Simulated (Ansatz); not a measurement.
One change: `[F][GeH]([F])[O][SiH3]` becomes `C[O][GeH]([F])[F]`.

Ansatz, PBE0-D4/def2-TZVP geometries, multiplicity 1. Each molecule was computed in one conformer, which needn't be the lowest.

Scalar relativity is left out up to krypton.

```
                                          property  `[F][GeH]([F])[O][SiH3]`
             LUMO energy (ωB97M-V/def2-TZVPP) / eV                      1.35
           HOMO–LUMO gap (ωB97M-V/def2-TZVPP) / eV                     12.90
               LUMO energy (B3LYP/def2-TZVPP) / eV                     -0.79
size of the dipole moment (ωB97M-V/def2-TZVPP) / D                      1.79
                 HOMO energy (PBE/def2-TZVPP) / eV                     -7.78
    size of the dipole moment (PBE/def2-TZVPP) / D                      1.69
```

**Question.** What does the change do to each property? (An estimate is asked.)

**Answer.** Computed: 
| property | `C[O][GeH]([F])[F]` | shift |
| --- | --- | --- |
| LUMO energy (ωB97M-V/def2-TZVPP) / eV | 2.08 | 0.73 |
| HOMO–LUMO gap (ωB97M-V/def2-TZVPP) / eV | 13.35 | 0.45 |
| LUMO energy (B3LYP/def2-TZVPP) / eV | -0.31 | 0.48 |
| size of the dipole moment (ωB97M-V/def2-TZVPP) / D | 1.45 | -0.34 |
| HOMO energy (PBE/def2-TZVPP) / eV | -7.19 | 0.59 |
| size of the dipole moment (PBE/def2-TZVPP) / D | 1.41 | -0.28 |

With PBE0 the HOMO rises by 0.41 eV and the LUMO rises by 0.57 eV, so the gap widens by about 0.16 eV. PBE moves the HOMO by 0.59 eV and ωB97M-V by 0.28 eV. Dipoles are sizes alone; their direction can turn.

B3LYP here is the variant with VWN-RPA as its local correlation; programs differ in this.
